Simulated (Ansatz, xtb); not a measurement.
Molecule: SeF3, charge 0, multiplicity 2. It need not be the lowest isomer of its formula. 
Structure (B3LYP-D3(BJ)/def2-TZVP (Ansatz, an electronic-structure program) minimum search):
```xyz
4

Se    -0.2516     0.1409    -0.0140
F     -1.0244    -1.4766     0.2643
F      0.7285     1.5734    -0.5414
F      1.2465    -0.6292     0.3300
```
Charge 0, spin multiplicity 2.

Harmonic wavenumbers from GFN2-xTB (xtb, at its own minimum), cm⁻¹: 124, 201, 303, 384, 436, 512.

Question: Give the harmonic wavenumbers at B3LYP-D3(BJ)/def2-TZVP (Ansatz, finite differences of forces, unscaled).

Answer: 57, 240, 358, 554, 582, 709 cm⁻¹. Zero-point energy 3.6 kcal/mol.

Question: From these and the geometry, give the ideal-gas thermochemistry at 298.15 K and 1 atm (rigid rotor, harmonic oscillator).

Answer: Point group Cs, rotational symmetry number 1. Rotational constants 10.68, 4.064, 2.966 GHz. S(trans) 40.63, S(rot) 25.33, S(vib) 8.80, S(elec, spin only) 1.38, S 76.1 cal/(mol K). H(298) - H(0) 3.71 kcal/mol; G - E(el) -15.4 kcal/mol.
